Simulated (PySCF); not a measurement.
Molecule: `CSc1ccsc1`, C5H6S2.

Mapped SMILES: `[CH3:1][S:2][c:3]1[cH:4][cH:5][s:6][cH:7]1`. Hydrogens are named by the atom that carries them.

Geometry PBE0-D3(BJ)/def2-SVP throughout; GIAO in PySCF 2.14.0 with density-fitted response routines, gas phase, one conformer, non-relativistic; equivalent atoms averaged; functional PBE0.

For orientation, 6-31G gives these shifts δ (against TMS, CS2 at the same level): C5 128.9, C3 134.1, C7 114.5, C4 121.6, S6 172.1, S2 -48.9, H(C4) 6.96, H(C7) 6.12, H(C1) 2.36 ppm.

A run gave: C5 136.4, C3 148.0, C7 119.0, C4 132.6, S6 254.8, S2 38.3, H(C4) 6.96, H(C7) 6.46, H(C1) 2.40 ppm (shifts δ (against TMS, CS2 at the same level)).

**Question.** Which basis set was used in that run?
A. def2-TZVP
B. pcSseg-0
C. 6-311+G(2d,p)
D. IGLO-III
E. 6-31G*

**Answer.** D. C5 tells them apart best: IGLO-III gives 136.4, 6-311+G(2d,p) gives 132.2, def2-TZVP gives 133.1, pcSseg-0 gives 143.7, 6-31G* gives 122.8 ppm.
